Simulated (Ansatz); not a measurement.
C3H12GeN2O (SMILES C[CH2][Ge]([NH2])([NH2])[O]C), singlet, geometry from GFN2-xTB; CASSCF(6,5)/STO-3G run with Ansatz (a quantum-chemistry and plane-wave program).

The Ansatz input:
Ansatz 0.2 input:
```yaml
crystal:
  periodic: [false, false, false]
  atoms:
    - {symbol: C, position_ang: [2.27810803, -1.17832433, -1.05449191]}
    - {symbol: C, position_ang: [1.95473942, 0.02108719, -0.17922400]}
    - {symbol: Ge, position_ang: [0.01018637, 0.12872229, 0.33030842]}
    - {symbol: N, position_ang: [-0.72386075, -1.20491705, 1.35747676]}
    - {symbol: N, position_ang: [-0.55365639, 1.66094221, 1.15988608]}
    - {symbol: O, position_ang: [-0.78081969, 0.05719528, -1.25165205]}
    - {symbol: C, position_ang: [-2.16945829, 0.20506112, -1.44248766]}
    - {symbol: H, position_ang: [1.65777271, -1.16313855, -1.94636161]}
    - {symbol: H, position_ang: [3.32521263, -1.16072667, -1.35442001]}
    - {symbol: H, position_ang: [2.08912730, -2.10894972, -0.52263752]}
    - {symbol: H, position_ang: [2.20453263, 0.93904440, -0.70874262]}
    - {symbol: H, position_ang: [2.55559618, -0.00169897, 0.73170404]}
    - {symbol: H, position_ang: [-0.31715706, -1.33894828, 2.27170561]}
    - {symbol: H, position_ang: [-0.75751537, -2.10430669, 0.89724497]}
    - {symbol: H, position_ang: [-0.56797505, 1.63605665, 2.16806410]}
    - {symbol: H, position_ang: [-0.10693853, 2.51711371, 0.86422328]}
    - {symbol: H, position_ang: [-2.71043206, -0.67781036, -1.09507280]}
    - {symbol: H, position_ang: [-2.55439776, 1.07770935, -0.91220582]}
    - {symbol: H, position_ang: [-2.33494655, 0.32985936, -2.51447333]}
basis:
  gaussian:
    orbitals: STO-3G
hamiltonian:
  xc: hf
magnetization: {spin_polarized: false}
correlation: {active_space: {window: {electrons: 6, orbitals: 5}}}
```

Problem. Predict the main parts of the log of this Ansatz run.

Solution. 
```
Functional definition: HF
782 factors; integrals over basis functions are off by at most 3.7e-5 eV
mean field evaluation 1: about -64007.5024 eV, gradient 2.8e1 eV
mean field evaluation 2: about -64007.7946 eV, gradient 2.8e1 eV
mean field evaluation 4: about -64010.6355 eV, gradient 1.8e0 eV
mean field evaluation 8: about -64010.6517 eV, gradient 3.5e-2 eV
mean field -64010.65165842 eV, -2352.3480604689 hartree, gradient 1.4e-6 eV, S^2 0.000000; 0 other end points of the search recorded, 0 dependent functions left out
reference -64010.65165842 eV, -2352.3480604689 hartree; 42, 42 occupied and 18, 18 virtual orbitals, 782 factors
state -64011.40233882 eV, -2352.3756474647 hartree
Total energy: -64011.40233882 eV, -2352.3756474647 hartree
```
